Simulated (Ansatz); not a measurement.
One change: `C[CH2][Ga]([Cl])[Cl]` becomes `C=[CH][Ga]([Cl])[Cl]`.

Ansatz, PBE0-D4/def2-TZVP geometries, multiplicity 1. Each molecule was computed in one conformer, which needn't be the lowest.

Scalar relativity is left out up to krypton.

```
                                                                                  property  `C[CH2][Ga]([Cl])[Cl]`
                                                     HOMO energy (ωB97M-V/def2-TZVPP) / eV                  -10.56
                                                        HOMO energy (PBE0/def2-TZVPP) / eV                   -8.41
ideal-gas entropy at 298 K and 1 bar (rigid rotor, harmonic PBE0-D4/def2-TZVP) / J/(mol·K)                     388
                                                       LUMO energy (B3LYP/def2-TZVPP) / eV                   -1.43
                                                         HOMO energy (PBE/def2-TZVPP) / eV                   -7.16
                                                   HOMO–LUMO gap (ωB97M-V/def2-TZVPP) / eV                   11.12
```

(1) Give the same properties after the change, and the shifts. (Estimate.)

## Answers

(1) Ansatz gave: 
```csv
property,`C=[CH][Ga]([Cl])[Cl]`,shift
HOMO energy (ωB97M-V/def2-TZVPP) / eV,-10.98,-0.42
HOMO energy (PBE0/def2-TZVPP) / eV,-8.74,-0.33
"ideal-gas entropy at 298 K and 1 bar (rigid rotor, harmonic PBE0-D4/def2-TZVP) / J/(mol·K)",368,-20
LUMO energy (B3LYP/def2-TZVPP) / eV,-2.09,-0.66
HOMO energy (PBE/def2-TZVPP) / eV,-7.47,-0.31
HOMO–LUMO gap (ωB97M-V/def2-TZVPP) / eV,11.01,-0.11
```

With PBE0 the HOMO falls by 0.33 eV and the LUMO falls by 0.69 eV, so the gap narrows by about 0.36 eV. PBE moves the HOMO by -0.31 eV and ωB97M-V by -0.42 eV. The zero-point energy changes by -59.9 kJ/mol with -6 modes. Modes under 60 cm⁻¹, often nearly free rotors, make the harmonic entropy too high.

B3LYP here is the variant with VWN-RPA as its local correlation; programs differ in this.
